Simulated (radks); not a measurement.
These are the eigenvalues of the occupied orbitals of an atom or ion with whole-number occupations (hartree). Method: Dirac Kohn-Sham, PBE, spin-unpolarised, spherical densities, point nucleus; computed with a radial shooting solver on a logarithmic mesh with Libxc functionals.

orbital  eigenvalue
1s1/2     -1332.389
2s1/2     -265.0073
2p1/2     -253.7582
2p3/2     -241.6384
3s1/2     -97.68198
3p1/2     -93.47782
3p3/2     -90.59257
4s1/2     -49.60170

Which element is it, and in what charge state? The configuration may be excited. Open shells, if any, are shared by 2j + 1.

Answer. Z = 54, xenon, charge +35: Xe35+ in [Ar] 4s1. The list shows which subshells hold electrons but not how many an open one holds; the 1s level, -1332.4 hartree, gives Z - s = 51.6 by -(Z - s)^2/2, which with screening and relativity narrows Z to a few neighbours, and the depths of the outer levels then fix element, charge and occupations together.
